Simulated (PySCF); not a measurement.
PySCF input file for GeH3, SMILES [GeH3+], charge +1, TDDFT-ωB97X/def2-TZVPD. Geometry optimised at B3LYP-D3(BJ)/def2-TZVPD.

```python
import numpy as np
from pyscf import gto, scf, dft, tdscf

mol = gto.M(
    atom='''
    Ge   -0.00000000    0.00000000    0.00000000
    H     1.52430209    0.00000000    0.00000000
    H    -0.76215104    1.32008433    0.00000000
    H    -0.76215104   -1.32008433    0.00000000
    ''',
    basis='def2-TZVPD',
    charge=1,
    spin=0,
    symmetry=True,
    max_memory=1600,
    verbose=4,
)
mf = dft.RKS(mol, xc='wb97x').density_fit(auxbasis='def2-universal-jkfit')
mf.grids.level = 3
mf.conv_tol = 1e-9
mf.max_cycle = 100
mf.kernel()
mf.grids = dft.Grids(mol).set(level=1).build(with_non0tab=True)  # coarser grid for the response kernel
td = tdscf.TDDFT(mf)
td.singlet = True
td.nstates = 10
td.conv_tol = 1e-4
td.positive_eig_threshold = 1e-6
td.kernel(x0=td.get_init_guess(mf, 15))
td.analyze()
tt = tdscf.TDA(mf)
tt.singlet = False
tt.nstates = 4
tt.conv_tol = 1e-4
tt.positive_eig_threshold = 1e-6
tt.kernel(x0=tt.get_init_guess(mf, 9))
tt.analyze(verbose=3)
```

Output:

```
PySCF version 2.14.0

[INPUT] verbose = 4
[INPUT] num. atoms = 4
[INPUT] num. electrons = 34
[INPUT] charge = 1
[INPUT] spin (= nelec alpha-beta = 2S) = 0
[INPUT] symmetry True subgroup None
[INPUT] Mole.unit = angstrom
[INPUT] Symbol           X                Y                Z      unit          X                Y                Z       unit  Magmom
[INPUT]  1 Ge     0.000000000000   0.000000000000   0.000000000000 AA    0.000000000000   0.000000000000   0.000000000000 Bohr   0.0
[INPUT]  2 H      1.524302090000   0.000000000000   0.000000000000 AA    2.880513481202   0.000000000000   0.000000000000 Bohr   0.0
[INPUT]  3 H     -0.762151040000   1.320084330000   0.000000000000 AA   -1.440256731152   2.494597845030   0.000000000000 Bohr   0.0
[INPUT]  4 H     -0.762151040000  -1.320084330000   0.000000000000 AA   -1.440256731152  -2.494597845030   0.000000000000 Bohr   0.0

nuclear repulsion = 33.9286907221894
point group symmetry = D3h, use subgroup C2v
symmetry origin: [5.39921745e-10 0.00000000e+00 0.00000000e+00]
symmetry axis x: [0. 1. 0.]
symmetry axis y: [0. 0. 1.]
symmetry axis z: [1. 0. 0.]
num. orbitals of irrep A1 = 36
num. orbitals of irrep A2 = 8
num. orbitals of irrep B1 = 21
num. orbitals of irrep B2 = 16
number of shells = 33
number of NR pGTOs = 139
number of NR cGTOs = 81
basis = def2-TZVPD
ecp = {}


[settings echo left out]
init E= -2077.94767734607
HOMO (B1) = -0.399752142476734  LUMO (B2) = -0.108256491805929  gap/eV = 7.93200
cycle= 1 E= -2078.43364417816  delta_E= -0.486  |g|= 0.706  |ddm|= 1.66
HOMO (B1) = -0.772603756630969  LUMO (B2) = -0.355326336685261  gap/eV = 11.35470
cycle= 2 E= -2078.46298135797  delta_E= -0.0293  |g|= 0.731  |ddm|= 0.732
HOMO (B1) = -0.743616902201436  LUMO (B2) = -0.31259410087493  gap/eV = 11.72873
cycle= 3 E= -2078.49766443088  delta_E= -0.0347  |g|= 0.0297  |ddm|= 0.387
HOMO (B1) = -0.726428966031265  LUMO (B2) = -0.289773204189501  gap/eV = 11.88201
cycle= 4 E= -2078.49798472133  delta_E= -0.00032  |g|= 0.00948  |ddm|= 0.133
HOMO (B1) = -0.725158188468136  LUMO (B2) = -0.289074670150542  gap/eV = 11.86644
cycle= 5 E= -2078.49800798071  delta_E= -2.33e-05  |g|= 0.000819  |ddm|= 0.0221
HOMO (B1) = -0.725178491910207  LUMO (B2) = -0.289057368624217  gap/eV = 11.86746
cycle= 6 E= -2078.49800816141  delta_E= -1.81e-07  |g|= 4.4e-05  |ddm|= 0.00131
HOMO (B1) = -0.72517265272949  LUMO (B2) = -0.28905764808997  gap/eV = 11.86729
cycle= 7 E= -2078.49800816247  delta_E= -1.06e-09  |g|= 6.2e-06  |ddm|= 0.000291
HOMO (B1) = -0.725173010831774  LUMO (B2) = -0.289057983940155  gap/eV = 11.86729
cycle= 8 E= -2078.49800816248  delta_E= -1.46e-11  |g|= 6.38e-07  |ddm|= 4.76e-05
HOMO (B1) = -0.725173049211557  LUMO (B2) = -0.289057978745497  gap/eV = 11.86730
Extra cycle  E= -2078.49800816251  delta_E= -2.73e-11  |g|= 1.87e-07  |ddm|= 4.09e-06
converged SCF energy = -2078.49800816251
tot grids = 14832
Overwritten attributes  positive_eig_threshold  of <class 'pyscf.tdscf.rks.TDDFT'>


******** <class 'pyscf.tdscf.rks.TDDFT'> for <class 'pyscf.df.df_jk.DFSymAdaptedRKS'> ********
nstates = 10 singlet
deg_eia_thresh = 1.000e-03
wfnsym = None
conv_tol = 0.0001
eigh lindep = 1e-12
eigh level_shift = 0
eigh max_cycle = 100


Excitation energies (eV)
[ 5.48286194  5.48566577 10.38810486 10.38824202 10.91691322 11.89052287
 12.29944475 12.29950236 12.47194735 13.05461759]

** Singlet excitation energies and oscillator strengths **
Excited State   1:   A2      5.48286 eV    226.13 nm  f=0.0000
      17 -> 18       -0.70603
Excited State   2:   B2      5.48567 eV    226.01 nm  f=0.0000
      16 -> 18       -0.70605
Excited State   3:   B1     10.38810 eV    119.35 nm  f=0.2018
      16 -> 20        0.14369
      17 -> 19        0.67158
      17 -> 21        0.14407
Excited State   4:   A1     10.38824 eV    119.35 nm  f=0.2018
      16 -> 19        0.67157
      16 -> 21       -0.14398
      17 -> 20        0.14378
Excited State   5:   B1     10.91691 eV    113.57 nm  f=0.0000
      16 -> 20       -0.49508
      17 -> 21        0.49510
Excited State   6:   A1     11.89052 eV    104.27 nm  f=0.0000
      16 -> 21        0.49528
      17 -> 20        0.49597
Excited State   7:   A1     12.29944 eV    100.80 nm  f=0.9805
      16 -> 19       -0.16546
      16 -> 21       -0.39996
      16 -> 22        0.36625
      17 -> 20        0.39918
Excited State   8:   B1     12.29950 eV    100.80 nm  f=0.9806
      16 -> 20        0.39966
      17 -> 19       -0.16553
      17 -> 21        0.39961
      17 -> 22        0.36614
Excited State   9:   B2     12.47195 eV     99.41 nm  f=0.1480
      15 -> 18       -0.67131
      16 -> 24        0.14349
      17 -> 23        0.14320
Excited State  10:   B1     13.05462 eV     94.97 nm  f=0.2731
      16 -> 20       -0.25282
      17 -> 19        0.10519
      17 -> 21       -0.25260
      17 -> 22        0.59217

** Transition electric dipole moments (AU) **
state          X           Y           Z        Dip. S.      Osc.
  1         0.0000     -0.0000     -0.0000      0.0000      0.0000
  2         0.0000     -0.0000      0.0009      0.0000      0.0000
  3        -0.0000     -0.8905     -0.0000      0.7930      0.2018
  4        -0.8904     -0.0000      0.0000      0.7929      0.2018
  5        -0.0000      0.0009      0.0000      0.0000      0.0000
  6         0.0012      0.0000     -0.0000      0.0000      0.0000
  7         1.8038     -0.0000      0.0000      3.2538      0.9805
  8         0.0000      1.8039     -0.0000      3.2542      0.9806
  9        -0.0000     -0.0000     -0.6958      0.4842      0.1480
 10        -0.0000     -0.9241      0.0000      0.8539      0.2731

** Transition velocity dipole moments (imaginary part, AU) **
state          X           Y           Z        Dip. S.      Osc.
  1        -0.0000      0.0000     -0.0000      0.0000      0.0000
  2        -0.0000      0.0000      0.0002      0.0000      0.0000
  3        -0.0000     -0.3402     -0.0000      0.1157      0.2021
  4        -0.3402      0.0000      0.0000      0.1157      0.2021
  5         0.0000      0.0003     -0.0000      0.0000      0.0000
  6         0.0005      0.0000     -0.0000      0.0000      0.0000
  7         0.8138     -0.0000      0.0000      0.6623      0.9768
  8         0.0000      0.8138      0.0000      0.6623      0.9769
  9        -0.0000      0.0000     -0.3171      0.1006      0.1463
 10        -0.0000     -0.4479     -0.0000      0.2006      0.2788

** Transition magnetic dipole moments (imaginary part, AU) **
state          X           Y           Z
  1         1.3508      0.0000      0.0000
  2        -0.0000     -1.3509      0.0000
  3        -0.0000     -0.0000      0.0007
  4         0.0000     -0.0000      0.0000
  5        -0.0000     -0.0000      1.8505
  6         0.0000      0.0000      0.0000
  7        -0.0000      0.0000     -0.0000
  8         0.0000      0.0000     -0.0000
  9        -0.0000      0.0001      0.0000
 10         0.0000     -0.0000      0.0004
Overwritten attributes  positive_eig_threshold  of <class 'pyscf.tdscf.rks.TDA'>


******** <class 'pyscf.tdscf.rks.TDA'> for <class 'pyscf.df.df_jk.DFSymAdaptedRKS'> ********
nstates = 4 triplet
deg_eia_thresh = 1.000e-03
wfnsym = None
conv_tol = 0.0001
eigh lindep = 1e-12
eigh level_shift = 0
eigh max_cycle = 100


Excitation energies (eV)
[4.97415905 4.97991147 8.52492607 8.52600669]

** Triplet excitation energies and oscillator strengths **
Excited State   1:   A2      4.97416 eV    249.26 nm  f=0.0000
Excited State   2:   B2      4.97991 eV    248.97 nm  f=0.0000
Excited State   3:   B1      8.52493 eV    145.44 nm  f=0.0000
Excited State   4:   A1      8.52601 eV    145.42 nm  f=0.0000
```

Self-consistency was reached.

Cost: very roughly 23 core-seconds.
